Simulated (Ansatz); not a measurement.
Born–Oppenheimer molecular dynamics of ClH3Si + HCN (or HNC) (8 atoms, charge 0, multiplicity 1). It starts from a relaxed structure.

These are results of Ansatz 0.2.0, RKS PBE-D4/def2-SVP, not measurements.

```json
{"ensemble": "NVT, Langevin thermostat", "time step": "0.5 fs", "steps asked": "150", "set temperature": "300 K", "friction": "0.001 /fs", "seed": "460958"}
```

Frames 2.5 fs apart, positions in Å, forces in eV/Å.

Velocities at 30.0 fs (Å/ps):

```
C 1.55 1.71 -7.31
N 1.14 0.19 1.85
H 1.26 -1.93 -21.02
Si -2.07 -1.00 -1.91
Cl 2.39 -0.14 2.55
H 6.32 37.50 -15.12
H 7.97 8.61 29.53
H -13.48 3.32 15.86
```

```xyz
8
Properties=species:S:1:pos:R:3:forces:R:3 time_fs=30.0 energy_less_start_eV=0.052 T=254
C 0.217 0.044 -2.757 -0.66 -0.02 -0.51
N -0.687 0.139 -3.504 0.83 -0.05 0.67
H 1.039 -0.071 -2.041 -0.16 0.06 -0.07
Si -0.194 0.023 1.601 0.38 0.11 -0.21
Cl 1.703 -0.238 0.732 -0.16 -0.12 -0.10
H -0.680 1.349 1.146 -0.11 0.29 0.03
H 0.037 -0.038 3.065 -0.08 0.02 0.29
H -1.171 -1.005 1.162 -0.04 -0.30 -0.10
8
Properties=species:S:1:pos:R:3:forces:R:3 time_fs=32.5 energy_less_start_eV=0.128 T=181
C 0.220 0.048 -2.777 0.35 -0.14 0.28
N -0.683 0.139 -3.499 -0.65 0.12 -0.53
H 1.042 -0.075 -2.089 0.31 0.02 0.33
Si -0.199 0.020 1.597 0.31 1.28 0.56
Cl 1.709 -0.239 0.738 -0.29 -0.18 -0.08
H -0.664 1.437 1.113 0.20 -0.92 0.41
H 0.052 -0.016 3.132 -0.27 0.04 -0.85
H -1.204 -1.004 1.198 0.05 -0.22 -0.13
8
Properties=species:S:1:pos:R:3:forces:R:3 time_fs=35.0 energy_less_start_eV=0.223 T=103
C 0.224 0.052 -2.796 1.54 -0.29 1.20
N -0.683 0.140 -3.496 -1.76 0.24 -1.37
H 1.058 -0.079 -2.121 0.23 0.04 0.25
Si -0.203 0.020 1.594 0.26 1.49 0.74
Cl 1.714 -0.240 0.743 -0.38 -0.22 -0.06
H -0.635 1.477 1.102 0.19 -1.28 0.48
H 0.053 0.009 3.153 -0.32 0.01 -1.13
H -1.232 -1.016 1.228 0.24 0.01 -0.12
8
Properties=species:S:1:pos:R:3:forces:R:3 time_fs=37.5 energy_less_start_eV=0.142 T=171
C 0.235 0.055 -2.810 1.26 -0.30 0.97
N -0.690 0.141 -3.498 -1.11 0.18 -0.84
H 1.089 -0.083 -2.140 -0.14 0.11 -0.04
Si -0.206 0.022 1.592 0.35 0.93 0.45
Cl 1.720 -0.242 0.750 -0.44 -0.25 -0.05
H -0.595 1.446 1.118 -0.05 -0.80 0.25
H 0.040 0.036 3.113 -0.22 -0.04 -0.62
H -1.244 -1.030 1.250 0.36 0.16 -0.12
8
Properties=species:S:1:pos:R:3:forces:R:3 time_fs=40.0 energy_less_start_eV=0.132 T=186
C 0.252 0.057 -2.820 -0.66 -0.12 -0.42
N -0.700 0.140 -3.505 0.75 0.02 0.52
H 1.112 -0.080 -2.160 -0.08 0.10 0.00
Si -0.209 0.026 1.591 0.69 -0.26 -0.20
Cl 1.725 -0.244 0.756 -0.47 -0.25 -0.03
H -0.559 1.374 1.143 -0.47 0.51 -0.27
H 0.018 0.062 3.042 -0.01 -0.08 0.59
H -1.232 -1.033 1.266 0.25 0.08 -0.18
8
Properties=species:S:1:pos:R:3:forces:R:3 time_fs=42.5 energy_less_start_eV=0.248 T=74
C 0.267 0.059 -2.833 -1.75 -0.03 -1.14
N -0.706 0.140 -3.509 1.84 -0.07 1.25
H 1.132 -0.074 -2.179 -0.08 0.10 0.00
Si -0.211 0.029 1.590 1.08 -1.08 -0.56
Cl 1.729 -0.245 0.761 -0.48 -0.24 -0.01
H -0.549 1.329 1.151 -0.75 1.53 -0.67
H -0.006 0.084 3.006 0.13 -0.07 1.39
H -1.204 -1.033 1.269 0.02 -0.14 -0.26
8
Properties=species:S:1:pos:R:3:forces:R:3 time_fs=45.0 energy_less_start_eV=0.133 T=189
C 0.273 0.061 -2.853 -1.02 -0.08 -0.55
N -0.705 0.139 -3.509 1.26 -0.03 0.80
H 1.147 -0.062 -2.199 -0.24 0.11 -0.15
Si -0.210 0.030 1.588 1.03 -0.06 -0.10
Cl 1.732 -0.246 0.767 -0.49 -0.20 0.02
H -0.577 1.363 1.123 -0.48 0.58 -0.34
H -0.023 0.102 3.044 0.02 -0.09 0.57
H -1.175 -1.043 1.255 -0.10 -0.23 -0.26
8
Properties=species:S:1:pos:R:3:forces:R:3 time_fs=47.5 energy_less_start_eV=0.116 T=207
C 0.276 0.063 -2.875 0.50 -0.15 0.49
N -0.697 0.139 -3.507 -0.38 0.08 -0.32
H 1.153 -0.042 -2.229 -0.11 0.07 -0.08
Si -0.206 0.031 1.586 0.61 1.17 0.45
Cl 1.735 -0.248 0.772 -0.48 -0.14 0.06
H -0.633 1.430 1.076 0.00 -0.79 0.20
H -0.036 0.116 3.115 -0.11 -0.12 -0.64
H -1.150 -1.064 1.228 -0.03 -0.12 -0.17
8
Properties=species:S:1:pos:R:3:forces:R:3 time_fs=50.0 energy_less_start_eV=0.203 T=131
C 0.282 0.063 -2.894 1.25 -0.12 0.95
N -0.691 0.138 -3.506 -1.57 0.14 -1.07
H 1.155 -0.015 -2.265 0.33 -0.02 0.22
Si -0.202 0.034 1.584 0.18 1.39 0.56
Cl 1.737 -0.249 0.778 -0.45 -0.06 0.08
H -0.696 1.454 1.040 0.30 -1.28 0.44
H -0.051 0.122 3.154 -0.14 -0.13 -1.14
H -1.124 -1.089 1.195 0.11 0.08 -0.03
8
Properties=species:S:1:pos:R:3:forces:R:3 time_fs=52.5 energy_less_start_eV=0.125 T=215
C 0.295 0.063 -2.910 0.82 -0.02 0.68
N -0.692 0.137 -3.509 -1.10 0.06 -0.76
H 1.175 0.011 -2.286 0.29 -0.05 0.17
Si -0.198 0.039 1.584 -0.08 0.81 0.13
Cl 1.738 -0.251 0.784 -0.37 0.02 0.08
H -0.745 1.403 1.029 0.34 -0.93 0.37
H -0.074 0.120 3.124 -0.07 -0.08 -0.76
H -1.090 -1.108 1.159 0.18 0.19 0.09
8
Properties=species:S:1:pos:R:3:forces:R:3 time_fs=55.0 energy_less_start_eV=0.071 T=261
C 0.310 0.062 -2.923 -0.19 0.14 0.12
N -0.697 0.137 -3.515 0.38 -0.08 0.13
H 1.212 0.034 -2.300 -0.19 -0.07 -0.15
Si -0.193 0.046 1.584 0.03 -0.48 -0.73
Cl 1.739 -0.252 0.791 -0.26 0.11 0.07
H -0.779 1.300 1.035 0.02 0.21 -0.06
H -0.102 0.113 3.052 0.06 0.00 0.48
H -1.048 -1.119 1.129 0.15 0.16 0.16
8
Properties=species:S:1:pos:R:3:forces:R:3 time_fs=57.5 energy_less_start_eV=0.205 T=142
C 0.326 0.061 -2.936 -1.41 0.28 -0.57
N -0.702 0.138 -3.520 1.68 -0.20 0.87
H 1.239 0.050 -2.324 -0.27 -0.09 -0.20
Si -0.189 0.052 1.582 0.46 -1.60 -1.21
Cl 1.739 -0.253 0.797 -0.15 0.20 0.05
H -0.810 1.214 1.039 -0.45 1.38 -0.57
H -0.128 0.108 3.005 0.14 0.07 1.49
H -0.999 -1.123 1.113 -0.01 -0.04 0.14
```

Of the whole run (75 fs, mean temperature of the second half 165 K): The mean temperature of the second half is 45 % below the set value. A run of 0.075 ps of so small a system gives no equilibrium averages.

Time of the run: 3.9 min on 1 CPU thread of a shared host.
